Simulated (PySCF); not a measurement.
Molecule: `CO/C=C/C/C=C\F`, C6H9FO.

Bonds (- single, = double, # triple, : aromatic): C1-O2, O2-C3, C3=C4, C4-C5, C5-C6, C6=C7, C7-F8. C1 carries H9, H10, H11; C3 carries H12; C4 carries H13; C5 carries H14, H15; C6 carries H16; C7 carries H17. Stereochemistry as in CO/C=C/C/C=C\F.

Frames of a GFN2-xTB Langevin trajectory at 200 K; GIAO PBE0/pcSseg-1 shieldings in PySCF 2.14, gas phase, non-relativistic; equivalent atoms averaged within each frame.

Referencing at the same level of theory: TMS for $^{13}$C (σ = 186.93 ppm), $^{1}$H (σ = 31.72 ppm); H2O for $^{17}$O (σ = 336.08 ppm); CFCl3 for $^{19}$F (σ = 170.95 ppm). The references are static minima.

How do the shifts (ppm) fluctuate along the trajectory?

Results:


| time (fs) | C7 | C3 | C6 | C4 | C1 | C5 | O2 | F8 | H17 | H12 |
| --- | --- | --- | --- | --- | --- | --- | --- | --- | --- | --- |
| optimised geometry | 156.7 | 156.1 | 120.3 | 103.5 | 55.9 | 27.4 | 109.6 | -130.3 | 6.82 | 6.64 |
| 250 | 159.1 | 158.2 | 124.1 | 103.3 | 56.4 | 28.0 | 110.5 | -119.6 | 7.04 | 6.68 |
| 425 | 155.1 | 157.7 | 117.0 | 104.8 | 52.4 | 23.2 | 98.8 | -120.4 | 6.10 | 7.40 |
| 625 | 153.5 | 159.3 | 118.7 | 101.2 | 60.2 | 28.9 | 112.4 | -131.3 | 6.65 | 6.78 |
| 800 | 155.0 | 159.1 | 123.1 | 107.2 | 49.2 | 21.8 | 99.4 | -131.0 | 6.59 | 6.86 |
| 1000 | 152.7 | 157.6 | 124.8 | 100.7 | 55.1 | 30.1 | 112.6 | -143.7 | 7.15 | 6.75 |
| mean of frames | 155.1 | 158.4 | 121.6 | 103.5 | 54.7 | 26.4 | 106.7 | -129.2 | 6.70 | 6.89 |
| standard deviation | 2.5 | 0.8 | 3.5 | 2.7 | 4.1 | 3.7 | 7.0 | 9.8 | 0.41 | 0.29 |

5 frames give an uncertainty of the mean of about the standard deviation over 2.2 at best, since frames this close in time may not be independent; classical motion lacks zero-point vibration, and the reference would need the same averaging.
